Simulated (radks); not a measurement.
Q: The mean radii <r> (bohr) of the occupied orbitals of an atom or ion are listed with their occupations. Method: scalar-relativistic Kohn-Sham, BLYP, spin-polarised, spherical densities, finite nucleus; Fermi nuclear charge, rms radius of each element as measured or else 0.836 A^(1/3) + 0.57 fm; computed with a radial shooting solver on a logarithmic mesh with Libxc functionals.

| orbital | occ. | <r> |
|---|---|---|
| 1s up | 1 | 0.04550 |
| 1s down | 1 | 0.04550 |
| 2s up | 1 | 0.2028 |
| 2s down | 1 | 0.2028 |
| 2p up | 3 | 0.1772 |
| 2p down | 3 | 0.1772 |
| 3s up | 1 | 0.5981 |
| 3s down | 1 | 0.5980 |
| 3p up | 3 | 0.6164 |
| 3p down | 3 | 0.6162 |
| 3d up | 5 | 0.6705 |
| 3d down | 5 | 0.6682 |
| 4p up | 1 | 2.012 |
| 4d up | 2 | 2.917 |

Name the element and its charge. Open shells, if any, are filled with parallel spins first.

A: Z = 33, arsenic, charge +2: As2+ in [Ar] 3d10 4p1 4d2. The 1s radius gives Z: for a bare nucleus <r> = (2 gamma + 1)/(2Z) with gamma = sqrt(1 - (Z/c)^2), 0.04456 bohr for Z = 33, and screening makes it slightly larger (0.04550 here). The occupations add up to 31, and the charge is Z minus that.
